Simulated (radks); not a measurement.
Pm51+, configuration [Ne].

Calculated with a radial shooting solver on a logarithmic mesh with Libxc functionals: Dirac Kohn-Sham, exchange-only PBE, spin-unpolarised, spherical densities, finite nucleus; Fermi nuclear charge, rms radius 4.962 fm.

Energy parts (hartree):
part                   energy
total              -7247.5924
kinetic             7972.2301
electron-nucleus  -15753.5086
Hartree              641.3617
exchange            -107.6755

Orbitals (lengths in bohr, moments of r in powers of bohr; <r^-3> diverges for s and p1/2; r(90%) holds 90 % of the orbital's charge):
orbital  occ.  eigenvalue (hartree)  r(90%)  <r^-3>      <r>
1s1/2       2             -1794.389  0.0418       -  0.02316
2s1/2       2             -400.8679   0.150       -  0.09664
2p1/2       2             -388.8377   0.132       -  0.08075
2p3/2       4             -367.3780   0.140    8766  0.08693

The highest occupied level is 2p3/2 at -9996.9 eV. The electron density at the nucleus is 4.803e+05 e/bohr^3. Summed over all electrons, <r^2> = 0.07620 bohr^2, which gives a Langevin (diamagnetic) susceptibility term of -0.0603 x 10^-6 cm^3/mol. The density falls to 0.001 e/bohr^3 at r = 0.38 bohr.
